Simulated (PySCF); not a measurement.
C5H9B, SMILES C(#C)B(CC)C.

Geometry: B3LYP-D3(BJ)/def2-SVP. The structure was generated by enumeration, and PubChem lists no compound with its InChIKey, so it may never have been made. Other conformers were not sampled.

Level of theory: B3LYP-D3(BJ)/def2-SVP run with PySCF.

No scaling factor is applied to the harmonic values.

```json
[
 {"mode": "1", "ν (cm⁻¹)": "33", "IR (km/mol)": "0.1", "moving atoms (share of kinetic energy)": "H 67 %, C 33 %"},
 {"mode": "2", "ν (cm⁻¹)": "99", "IR (km/mol)": "1.2", "moving atoms (share of kinetic energy)": "H 91 %, C 8 %"},
 {"mode": "3", "ν (cm⁻¹)": "127", "IR (km/mol)": "0.3", "moving atoms (share of kinetic energy)": "C 72 %, H 24 %"},
 {"mode": "4", "ν (cm⁻¹)": "187", "IR (km/mol)": "1.6", "moving atoms (share of kinetic energy)": "H 49 %, C 40 %, B 11 %"},
 {"mode": "5", "ν (cm⁻¹)": "231", "IR (km/mol)": "0.8", "moving atoms (share of kinetic energy)": "C 60 %, H 33 %"},
 {"mode": "6", "ν (cm⁻¹)": "237", "IR (km/mol)": "2.7", "moving atoms (share of kinetic energy)": "H 61 %, C 37 %"},
 {"mode": "7", "ν (cm⁻¹)": "364", "IR (km/mol)": "2.7", "moving atoms (share of kinetic energy)": "C 70 %, H 27 %"},
 {"mode": "8", "ν (cm⁻¹)": "419", "IR (km/mol)": "0.4", "moving atoms (share of kinetic energy)": "H 49 %, C 29 %, B 22 %"},
 {"mode": "9", "ν (cm⁻¹)": "533", "IR (km/mol)": "5.2", "moving atoms (share of kinetic energy)": "C 73 %, H 20 %"},
 {"mode": "10", "ν (cm⁻¹)": "601", "IR (km/mol)": "1.0", "moving atoms (share of kinetic energy)": "H 52 %, C 46 %"},
 {"mode": "11", "ν (cm⁻¹)": "633", "IR (km/mol)": "2.0", "moving atoms (share of kinetic energy)": "C 55 %, H 42 %"},
 {"mode": "12", "ν (cm⁻¹)": "670", "IR (km/mol)": "42.6", "moving atoms (share of kinetic energy)": "H 74 %, C 26 %"},
 {"mode": "13", "ν (cm⁻¹)": "790", "IR (km/mol)": "23.1", "moving atoms (share of kinetic energy)": "H 74 %, C 26 %"},
 {"mode": "14", "ν (cm⁻¹)": "828", "IR (km/mol)": "11.8", "moving atoms (share of kinetic energy)": "H 62 %, C 27 %, B 11 %"},
 {"mode": "15", "ν (cm⁻¹)": "840", "IR (km/mol)": "21.0", "moving atoms (share of kinetic energy)": "H 60 %, B 21 %, C 19 %"},
 {"mode": "16", "ν (cm⁻¹)": "968", "IR (km/mol)": "10.1", "moving atoms (share of kinetic energy)": "H 75 %, C 22 %"},
 {"mode": "17", "ν (cm⁻¹)": "986", "IR (km/mol)": "10.7", "moving atoms (share of kinetic energy)": "H 65 %, C 20 %, B 16 %"},
 {"mode": "18", "ν (cm⁻¹)": "1037", "IR (km/mol)": "19.9", "moving atoms (share of kinetic energy)": "C 50 %, H 27 %, B 23 %"},
 {"mode": "19", "ν (cm⁻¹)": "1117", "IR (km/mol)": "55.8", "moving atoms (share of kinetic energy)": "H 43 %, B 34 %, C 23 %"},
 {"mode": "20", "ν (cm⁻¹)": "1177", "IR (km/mol)": "128.6", "moving atoms (share of kinetic energy)": "B 58 %, H 24 %, C 18 %"},
 {"mode": "21", "ν (cm⁻¹)": "1248", "IR (km/mol)": "4.0", "moving atoms (share of kinetic energy)": "H 78 %, C 20 %"},
 {"mode": "22", "ν (cm⁻¹)": "1305", "IR (km/mol)": "28.8", "moving atoms (share of kinetic energy)": "H 66 %, C 31 %"},
 {"mode": "23", "ν (cm⁻¹)": "1332", "IR (km/mol)": "72.4", "moving atoms (share of kinetic energy)": "H 49 %, C 36 %, B 14 %"},
 {"mode": "24", "ν (cm⁻¹)": "1393", "IR (km/mol)": "3.5", "moving atoms (share of kinetic energy)": "H 88 %, C 11 %"},
 {"mode": "25", "ν (cm⁻¹)": "1410", "IR (km/mol)": "0.9", "moving atoms (share of kinetic energy)": "H 79 %, C 20 %"},
 {"mode": "26", "ν (cm⁻¹)": "1422", "IR (km/mol)": "0.3", "moving atoms (share of kinetic energy)": "H 95 %"},
 {"mode": "27", "ν (cm⁻¹)": "1443", "IR (km/mol)": "3.0", "moving atoms (share of kinetic energy)": "H 93 %"},
 {"mode": "28", "ν (cm⁻¹)": "1473", "IR (km/mol)": "9.5", "moving atoms (share of kinetic energy)": "H 96 %"},
 {"mode": "29", "ν (cm⁻¹)": "1477", "IR (km/mol)": "5.3", "moving atoms (share of kinetic energy)": "H 97 %"},
 {"mode": "30", "ν (cm⁻¹)": "2151", "IR (km/mol)": "61.6", "moving atoms (share of kinetic energy)": "C 90 %, H 9 %"},
 {"mode": "31", "ν (cm⁻¹)": "2976", "IR (km/mol)": "22.9", "moving atoms (share of kinetic energy)": "H 94 %"},
 {"mode": "32", "ν (cm⁻¹)": "3006", "IR (km/mol)": "0.5", "moving atoms (share of kinetic energy)": "H 96 %"},
 {"mode": "33", "ν (cm⁻¹)": "3019", "IR (km/mol)": "16.9", "moving atoms (share of kinetic energy)": "H 92 %, C 8 %"},
 {"mode": "34", "ν (cm⁻¹)": "3028", "IR (km/mol)": "29.3", "moving atoms (share of kinetic energy)": "H 97 %"},
 {"mode": "35", "ν (cm⁻¹)": "3079", "IR (km/mol)": "11.7", "moving atoms (share of kinetic energy)": "H 92 %, C 8 %"},
 {"mode": "36", "ν (cm⁻¹)": "3103", "IR (km/mol)": "29.7", "moving atoms (share of kinetic energy)": "H 91 %, C 9 %"},
 {"mode": "37", "ν (cm⁻¹)": "3111", "IR (km/mol)": "24.4", "moving atoms (share of kinetic energy)": "H 91 %, C 9 %"},
 {"mode": "38", "ν (cm⁻¹)": "3121", "IR (km/mol)": "18.7", "moving atoms (share of kinetic energy)": "H 90 %, C 10 %"},
 {"mode": "39", "ν (cm⁻¹)": "3459", "IR (km/mol)": "44.4", "moving atoms (share of kinetic energy)": "H 86 %, C 14 %"}
]
```
